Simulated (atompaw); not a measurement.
## What one change does to a pseudopotential (Sn, PAW (atompaw))

```json
{
 "Element": "Sn",
 "Generator": "atompaw 4.2.0.5",
 "Type": "PAW",
 "Functional": "LDA (PW92)",
 "Relativity": "scalar-relativistic",
 "Frozen core": "[Kr] 4d10",
 "Valence charge": "4",
 "Reference configuration": "5s2 5p2",
 "Partial waves": "5s (bound): rc 2.65 bohr; 5s channel at 3.15 Ry: rc 2.65 bohr; 5p (bound): rc 2.65 bohr; 5p channel at 0.6 Ry: rc 2.65 bohr; 5d channel at 0.45 Ry: rc 2.65 bohr; 5d channel at 1.8 Ry: rc 2.65 bohr",
 "Local potential": "vpsmatchnc scheme with l = 3 at 0 Ry, radius 2.40 bohr",
 "Core correction": "smooth core density matched at 2.10 bohr",
 "Augmentation charge": "sinc compensation charge, radius 2.45 bohr; PAW radius 2.65 bohr; waves and projectors: custom polynom2 7 10 vanderbiltortho"
}
```

Change: all radii scaled by about 1.12 (s 2.96, p 2.96, d 2.96 bohr); local potential vpsmatchnc scheme with l = 3 at 0 Ry, radius 2.68 bohr; augmentation sinc compensation charge, radius 2.74 bohr; PAW radius 2.96 bohr; waves and projectors: custom polynom2 7 10 vanderbiltortho; core correction smooth core density matched at 2.36 bohr.

Cutoffs: the cutoffs (Ry, on a coarse ladder) from which the occupation-weighted sum of valence levels, in a spherical-Bessel basis at the reference potential, stays within 10 and 1 mRy of its value at 400 Ry; they do not see the model core or the augmentation charge, which bear on the density cutoff.

What does the change do?

The potential gets softer (10 Ry and 25 Ry → 8 Ry and 25 Ry); the bound ghosts move from p, s to s. A larger radius leaves more room for a smooth pseudo-wave, so fewer plane waves are needed.

| quantity | base | changed |
| --- | --- | --- |
| cutoff, loose | 10 Ry | 8 Ry |
| cutoff, tight | 25 Ry | 25 Ry |
| loose cutoff by channel (10 mRy a level) | s 6 Ry, p 8 Ry | s 6 Ry, p 6 Ry |
| bound ghosts | s, p | s |
| lowest overlap eigenvalue by channel | s 0.69, p 0.91, d 1.00 | s 0.59, p 0.90, d 1.00 |

 A true bound ghost makes a file unfit for plane-wave use even where its test errors are small: the radial tests pick states by their node count and pass the ghost by. The cutoffs see the waves, projectors and local potential, not the compensation charge or the core.
